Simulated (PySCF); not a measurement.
# Löwdin shares of the frontier orbitals

Species: C4H12OSi.
Z-matrix (Å and degrees, PBE0-D3(BJ)/def2-SVP geometry), rows numbered from 1:
```
C 
C   1  1.5210
C   2  1.5285  1  113.34
Si  3  1.8681  2  114.12  1  -177.97
O   4  1.6696  3  106.40  2    58.85
C   5  1.3979  4  124.28  3  -176.96
H   1  1.1011  2  111.61  3  -179.89
H   1  1.1020  2  111.09  3    59.97
H   1  1.1021  2  111.25  3   -59.59
H   2  1.1044  1  109.49  3   122.41
H   2  1.1030  1  109.75  3  -122.04
H   3  1.1049  2  110.35  1   -57.07
H   3  1.1057  2  110.70  1    59.82
H   4  1.5014  3  111.63  2   -60.57
H   4  1.5000  3  111.36  2   179.02
H   6  1.1065  5  112.12  4    60.16
H   6  1.1011  5  108.92  4   179.40
H   6  1.1064  5  112.18  4   -61.37
```

Level of theory: TDDFT CAM-B3LYP/def2-SVPD, vertical, gas phase, core orbitals frozen in the response in PySCF.

Frontier orbitals with the atoms that hold most of them (Löwdin shares over 4%, at most four atoms; ? is withheld):

```
orbital  ε (eV)                             atoms
 HOMO-3  -10.66   C2 24%, C3 13%, H10 12%, C1 12%
 HOMO-2  -10.34    O5 38%, C6 15%, H17 8%, Si4 8%
 HOMO-1   -9.72                                 ?
   HOMO   -9.38                                 ?
   LUMO       ?    C6 26%, Si4 22%, O5 9%, H18 8%
 LUMO+1    1.43  Si4 19%, C1 13%, C3 11%, H13 10%
 LUMO+2    1.79   Si4 21%, C1 12%, H15 9%, H14 9%
```

(1) Give the leading atoms of the HOMO.

(2) Which atoms hold the HOMO-1, and with what shares?

(3) What is the LUMO energy, and the HOMO–LUMO gap?

Results:

(1) O5 (bonded to C and Si) 50%; Si4 (bonded to C, O and 2 H) 13%; C6 (bonded to O and 3 H) 10%; H15 (bonded to Si) 8%.

(2) C3 (bonded to C, Si and 2 H) 26%; Si4 (bonded to C, O and 2 H) 20%; O5 (bonded to C and Si) 15%; C1 (bonded to C and 3 H) 8%. By element: carbon 34% or more, silicon 20%, oxygen 15%.

(3) ε(LUMO) = 1.34 eV; the gap is 10.72 eV (0.3938 hartree).

The HOMO–LUMO gap is 10.72 eV. Where does the response calculation put the lowest singlet, and from which orbitals?

S1 is at 7.31 eV (f = 0.0049), 3.41 eV below the gap, made of HOMO→LUMO (72%), HOMO→LUMO+1 (9%). Without the coupling terms of the response equations the lowest excitation would equal the gap.

Next come S2 at 7.90 eV (f 0.047), HOMO-1→LUMO (46%), HOMO-1→LUMO+1 (18%), HOMO-1→LUMO+2 (14%); S3 at 7.99 eV (f 0.034), HOMO→LUMO+1 (55%), HOMO→LUMO+3 (13%), HOMO→LUMO (9%); S4 at 8.14 eV (f 0.025), HOMO→LUMO+2 (41%), HOMO→LUMO+3 (38%), HOMO→LUMO (13%); S5 at 8.23 eV (f 0.035), HOMO-1→LUMO+1 (68%), HOMO-1→LUMO (16%).

Time: 6.7 min. Hardware: x86-64 server, one thread (shared host).

One conformer stands for the species.
